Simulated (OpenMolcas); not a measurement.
# Ni5+, Pd5+, Pt5+: d⁵ down the group

```
Program             : OpenMolcas 26.06
Method              : SS-RASPT2, IPEA 0.25 Eh, imaginary shift 0.1 Eh
Basis               : ANO-RCC-VTZP
Scalar Hamiltonian  : DKH2, point nucleus
Spin-orbit coupling : RASSI with atomic mean-field integrals over the reference wave functions, term energies averaged over their components
```

Active space for each ion: 11 electrons in 8 orbitals (RAS1 p, at most 2 holes; RAS2 d); closed shells correlated by CASPT2: Ni5+ 3s; Pd5+ 4s; Pt5+ 5s.

Computed levels in cm-1 above ⁶S_5/2:

```
                               Level   Ni5+   Pd5+   Pt5+
                              ⁴G_7/2  43240  29120  25740
                             ⁴G_11/2  43260  29310  27430
                              ⁴G_9/2  43290  29470  28800
                              ⁴P_1/2  48000  33350  30800
                              ⁴D_7/2  52040  35000  34920
                              ⁴D_1/2  52260  36660  40440
                             ²I_11/2  62890  42290  40780
                             ²I_13/2  63090  43390  45090
                           ²F_7/2(1)  69730  50410  58530
weight of ⁶S in the lowest level (%)    100     98     80
```

Mixed levels, with the weight of the term that names them: Pd5+ ⁴P_1/2 (68 %), Pd5+ ⁴D_1/2 (69 %), Pd5+ ²F_7/2(1) (59 %), Pt5+ ⁴G_7/2 (59 %), Pt5+ ⁴G_11/2 (74 %), Pt5+ ⁴P_1/2 (59 %), Pt5+ ⁴D_7/2 (59 %), Pt5+ ⁴D_1/2 (66 %), Pt5+ ²I_11/2 (70 %), Pt5+ ²F_7/2(1) (60 %).

Measured, with the error of the calculation in %. Measured levels: Ni5+ from Corliss and Sugar, J. Phys. Chem. Ref. Data 10, 197 (1981).

```json
{"Level": "⁴G_11/2", "Ni5+": "41921 (+3.2)"}
{"Level": "⁴P_1/2", "Ni5+": "46325 (+3.6)"}
{"Level": "⁴D_7/2", "Ni5+": "50331 (+3.4)"}
{"Level": "²I_11/2", "Ni5+": "61196 (+2.8)"}
{"Level": "²I_13/2", "Ni5+": "61280 (+3.0)"}
{"Level": "²F_7/2(1)", "Ni5+": "67085 (+3.9)"}
```

Without spin-orbit coupling ⁴G lies 43250, 29240, 26680 cm-1 above ⁶S in that order; the difference to the level ⁴G_7/2, of either sign, comes from spin-orbit coupling, which also lowers the zero.

Term energies are means over components that CASPT2 splits; among the terms shown or strongly mixed into the levels shown the widest spread is 220 cm-1 (5d⁵ ²F(1), Pt5+). Active for correlation alone: 3p; no level in the range computed is led by a configuration that opens it, so any true level of that kind is missing (holds for Ni5+). Active for correlation alone: 4p; no level in the range computed is led by a configuration that opens it, so any true level of that kind is missing (holds for Pd5+). Active for correlation alone: 5p; no level in the range computed is led by a configuration that opens it, so any true level of that kind is missing (holds for Pt5+). Measured partners are found by configuration, term and J. A level has none where our copy of the source lacks it or the pairing is in doubt (some pairs that miss far off the trend of their configuration count as doubtful), and it then counts in no deviation. Levels of configurations outside the active space are missing.

A number in round brackets counts repeated terms of one configuration in the order of the reference energies.
